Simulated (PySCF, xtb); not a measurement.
(E)-1-chloro-3,3-difluoroprop-1-ene (C3H3ClF2), SMILES FC(F)/C=C/Cl. The values are those of a single conformer.

Harmonic wavenumbers (cm⁻¹) from xtb with GFN2-xTB at its own minimum, in rising order: 59, 146, 171, 295, 410, 483, 618, 745, 831, 938, 977, 1016, 1115, 1185, 1244, 1257, 1271, 1669, 2857, 3073, 3107.

What does PBE-D3(BJ)/def2-SVP run with PySCF give at its own minimum? (Estimate from the structure and the level; the computed values follow.)

95, 162, 176, 311, 424, 517, 654, 802, 849, 923, 955, 1069, 1136, 1187, 1245, 1328, 1347, 1662, 2949, 3132, 3146. Paired by order, the mean absolute difference is 33 cm⁻¹ and the zero-point energies are 33.5 and 34.4 kcal/mol.
